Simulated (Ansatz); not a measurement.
Ansatz (a quantum-chemistry and plane-wave program) input (RI-MP2/def2-TZVPP):
A basis named .json is the Basis Set Exchange file of that set.

Ansatz 0.2 input:
```yaml
crystal:
  periodic: [false, false, false]
  atoms:
    - {symbol: Si, position_ang: [-0.03514772, -0.74542957, 0.00249392]}
    - {symbol: Br, position_ang: [0.15540852, 0.59731021, -1.78754132]}
    - {symbol: Br, position_ang: [-0.08191809, 0.54759251, 1.81678731]}
    - {symbol: N, position_ang: [1.33987864, -1.76618162, -0.18921778]}
    - {symbol: N, position_ang: [-1.41350687, -1.71596770, 0.04752970]}
    - {symbol: H, position_ang: [2.23068219, -1.36608665, 0.10831877]}
    - {symbol: H, position_ang: [-1.49606120, -2.51607636, -0.56016988]}
    - {symbol: H, position_ang: [-2.29931991, -1.37837263, 0.38514288]}
basis:
  gaussian:
    orbitals: def2-TZVPP
    fitting: {mean_field: def2-universal-jkfit, correlation: def2-TZVPP-RIFIT.json}
magnetization: {spin_polarized: true, initial_magnetization: 1}
correlation: {method: mp2, electrons: outside_noble_gas}
```

Output:

```
Functional definition: HF
integrals: 0.40 GiB planned
868 factors; integrals over basis functions are off by at most 9.5e-1 eV
683 factors; integrals over basis functions are off by at most 1.2e2 eV
mean field: 1.83 GiB planned
mean field evaluation 1: about -150870.5253 eV, gradient 3.1e1 eV
mean field evaluation 2: about -150874.0952 eV, gradient 2.0e1 eV
mean field evaluation 4: about -150876.1241 eV, gradient 1.4e0 eV
mean field evaluation 8: about -150876.1731 eV, gradient 2.2e-2 eV
mean field evaluation 16: about -150876.1619 eV, gradient 9.2e-1 eV
mean field evaluation 32: about -150876.1250 eV, gradient 1.4e0 eV
mean field -150876.17315343 eV, -5544.5970958455 hartree, gradient 2.9e-6 eV, S^2 0.759449; 4 other end points of the search recorded, 0 dependent functions left out
35 core orbitals not correlated
reference -150876.17315343 eV, -5544.5970958455 hartree; 16, 15 occupied and 191, 192 virtual orbitals, 683 factors
second order -22.17112640 eV of doubles, -0.00000000 eV of singles
Total energy: -150898.34427984 eV, -5545.4118697127 hartree
```

It need not be the lowest isomer of its formula.
